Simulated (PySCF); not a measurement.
Computed shifts of a molecule C2H6ClFSi, PBE/pcSseg-1 run with PySCF, GIAO, gas phase, equivalent atoms averaged, in ppm (number of nuclei): ¹³C: 5.1 (2). ²⁹Si: 43.9 (1). ¹⁹F: -166.3 (1). ¹H: 0.71 (6). References: ¹³C against TMS (σ = 182.0 ppm); ²⁹Si against TMS (σ = 335.4 ppm); ¹⁹F against CFCl3 (σ = 133.6 ppm); ³⁵Cl against HCl (σ = 936.5 ppm); ¹H against TMS (σ = 31.49 ppm), references at their B3LYP-D3(BJ)/def2-TZVP geometries, non-relativistic (without spin–orbit terms, shifts of atoms bonded to Cl or Br come out too high). Geometry: PBE0-D3(BJ)/def2-SVP. The values are those of a single conformer.

Task: Which structure fits?
A) C[Si@H](Cl)CF
B) C[Si](C)(F)Cl
C) F[SiH2]CCCl
D) CC[Si@@H](F)Cl

Result: B, C[Si](C)(F)Cl
